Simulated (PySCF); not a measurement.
# Unknown compound

Molecular formula: C4H6FNSi. Simulated spectra:

1H NMR (300 MHz, computed): δ 4.25 (s, 3H), 2.25 (s, 3H).

13C{1H} NMR (computed): δ 147.2, 141.7, 115.3, 21.6.

How the numbers were obtained: PBE0/pcSseg-1 with gauge-including orbitals, geometry from GFN2-xTB, in PySCF 2.14.0 with density-fitted response routines (a single conformation, isolated molecule, non-relativistic Hamiltonian, rapidly exchanging positions averaged).

References, each an isolated molecule treated in the same way: 1H (σ = 31.72 ppm) and 13C (σ = 186.93 ppm) vs TMS.

Choose the structure that fits.
A. N#CC1(F)C[SiH2]C1
B. N#CC/C(F)=C\[SiH3]
C. C/C([SiH3])=C(/F)C#N
D. C#C/C=C\[Si@@H](N)F
E. C#C/C=C/[Si@H](N)F
F. C#C[Si@@H](N)C(=C)F

Answers

C. 

- The formula gives 3 degrees of unsaturation (no ring in the answer).
- 4 carbon signals for 4 carbons: no two carbons are equivalent.
- Carbon types of the structure: 3 × C, 1 × CH3, leaving 3 H on heteroatoms.
- δC 147.2, 141.7: fully substituted alkene carbon; as expected for a trigonal carbon in a double bond.
- δC 115.3: nitrile carbon; C≡N carbons fall here, among the sp2 signals but without a proton.
- δC 21.6: allylic methyl carbon; a saturated carbon with 1 carbon neighbour and no heteroatom attached.
- δH 4.25: hydrogen on a silicon bonded to C.
- δH 2.25: hydrogen on an allylic methyl carbon; allylic position.

The others: C#C/C=C\[Si@@H](N)F would give 4 signals for carbon-bound and other non-exchanging H, not 2; N#CC/C(F)=C\[SiH3] would give 3 signals for carbon-bound and other non-exchanging H, not 2; C#C/C=C/[Si@H](N)F would give 4 signals for carbon-bound and other non-exchanging H, not 2; C#C[Si@@H](N)C(=C)F would give 4 signals for carbon-bound and other non-exchanging H, not 2; N#CC1(F)C[SiH2]C1 would give 3 carbon signals, not 4.

Splittings by 19F in the carbon and heteronuclear signals aren't shown, as no couplings were computed. Shifts are as computed. Against solution values, carbons near 30 ppm lie about +3 ppm off and those near 130 ppm about +5 ppm. Of 1309 compounds with measured shifts, 239 miss one by over three times the rms of a fit or turn the order of signals round; such compounds aren't used in these exercises. Multiplicities follow the n + 1 count of equivalent neighbours, as no J values were calculated; m marks all less simple cases, F and P coupling included.
